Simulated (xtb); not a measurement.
1-ethenylcyclopropan-1-amine (C5H9N), SMILES C1C(N)(C1)C=C. All values are semi-empirical tight-binding results from xtb (GFN2-xTB unless named), good for trends rather than for accurate numbers. Coordinates come from a GFN2-xTB optimisation. The values are those of a single conformer.

Optimised geometry:

Bonds (Å): C1–C2 1.322, C1–H7 1.076, C1–H8 1.076, C2–C3 1.478, C2–H9 1.082, C3–N4 1.436, C3–C5 1.506, C3–C6 1.521, N4–H10 1.013, N4–H11 1.015, C5–C6 1.499, C5–H12 1.080, C5–H13 1.079, C6–H14 1.081, C6–H15 1.079. Angles (°): C2–C1–H7 121.5, C2–C1–H8 121.6, H7–C1–H8 116.9, C1–C2–C3 125.0, C1–C2–H9 120.5, C3–C2–H9 114.5, C2–C3–N4 114.2, C2–C3–C5 117.4, C2–C3–C6 117.0, N4–C3–C5 117.9, N4–C3–C6 120.3, C5–C3–C6 59.4, C3–N4–H10 110.8, C3–N4–H11 110.4, H10–N4–H11 108.5, C3–C5–C6 60.8, C3–C5–H12 117.6, C3–C5–H13 118.2, C6–C5–H12 118.3, C6–C5–H13 118.5, H12–C5–H13 113.7, C3–C6–C5 59.8, C3–C6–H14 117.8, C3–C6–H15 118.8, C5–C6–H14 118.0, C5–C6–H15 118.5, H14–C6–H15 113.7.
Charge 0, spin multiplicity 1.

Computed properties:
```json
{
  "orbital_gap": "4.26 eV",
  "dipole_moment": "1.54 D",
  "zero_point_energy": "80.6 kcal/mol",
  "G − E(el) at 298.15 K (modified RRHO)": "61.9 kcal/mol",
  "static polarisability (D4 model)": "66.5 bohr³",
  "solvation energy, GFN2-xTB/ALPB(water)": "-2.4 kcal/mol",
  "solvation energy, GFN2-xTB/ALPB(chcl3)": "-5.2 kcal/mol"
}
```

Task: Give the IR lines (harmonic; lines under 4 % of the strongest left out, lines within 3 cm⁻¹ merged). (The exact figures need the calculation; the answer reports its results.)

Result: ν (cm⁻¹): 222 (m), 257 (w), 403 (w), 880 (w), 889 (m), 909 (w), 918 (s), 951 (vs), 1017 (m), 1035 (w), 1051 (w), 1071 (w), 1154 (w), 1279 (w), 1314 (m), 1365 (w), 1478 (w), 1547 (m), 1700 (m), 3057 (m), 3076 (m), 3085 (w), 3090 (m), 3106 (s), 3112 (m), 3142 (m), 3383 (w), 3429 (w) (against the strongest line: vs over 80 %, s over 45 %, m over 15 %, w over 4 %, vw less)

Computed atomic charges and the Wiberg bond orders between heavy atoms:
charges (e) C1 -0.10, C2 -0.04, C3 0.09, N4 -0.33, C5 -0.07, C6 -0.08, H7 0.05, H8 0.03, H9 0.03, H10 0.14, H11 0.14, H12 0.04, H13 0.04, H14 0.03, H15 0.03. Bond orders C1–C2 1.94, C2–C3 1.04, C3–N4 1.03, C3–C5 0.93, C3–C6 0.91, C5–C6 0.98.
